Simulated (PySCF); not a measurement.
**Computed properties of CH4F2SeSi, SMILES C[Si](F)(F)[SeH]**

Si(F)2(Me)(SeH) (CH4F2SeSi), SMILES C[Si](F)([SeH])F. Geometry optimised at PBE0-D3(BJ)/def2-SVP. The structure was generated by enumeration, and PubChem lists no compound with its InChIKey, so it may never have been made. Other conformers were not sampled. All values are computed for the isolated molecule unless a solvent is named; none is compared with measurement here.

**Structure.** All 21 harmonic modes at PBE0-D3(BJ)/def2-SVP (PySCF) are real, so it is a minimum. With heavy atoms numbered as in [CH3:1][Si:2]([F:3])([F:4])[SeH:5], the shortest bond between them is Si2–F4 at 1.615 Å and the longest Si2–Se5 at 2.259 Å.

**Vibrations.** The strongest infrared lines (harmonic, unscaled, degenerate partners summed) lie at 900 cm⁻¹ (177 km/mol, F 46 %, Si 44 %), 968 cm⁻¹ (147 km/mol, Si 50 %, F 44 %), 799 cm⁻¹ (145 km/mol, H 58 %, C 22 %, Si 17 %). The softest mode is at 112 cm⁻¹ and the zero-point energy is 32.3 kcal/mol.

**Electronic structure.** B3LYP/def2-TZVP (PySCF) places the frontier levels at -7.27 and -0.48 eV, a gap of 6.79 eV, and gives a dipole moment of 2.51 D and a mean polarisability of 60.3 bohr³. PBE/def2-TZVP (PySCF) at the same geometry gives -6.32 and -1.09 eV, so its gap is 1.56 eV narrower. An orbital gap is neither the optical nor the fundamental gap.

**Excitations.** TDA-CAM-B3LYP/def2-SVPD (PySCF) has S1 at 5.52 eV (224 nm, f = 0.004, weak); the most intense of the 10 singlets computed lies at 8.73 eV (f = 0.39). T1 (TDA) is at 5.06 eV, 0.46 eV under S1. TDA-PBE/def2-SVPD (PySCF) puts S1 at 5.28 eV. No vertical singlet excitation falls in the visible range (under 3.1 eV).

**NMR.** GIAO shifts at HF/pcSseg-1 (PySCF) (non-relativistic, atoms alike by connectivity averaged): ¹³C at 4.1 ppm against TMS; ¹H at 0.9 ppm against TMS; ²⁹Si at 8.8 ppm against TMS; ¹⁹F at -103.3 ppm against CFCl3.
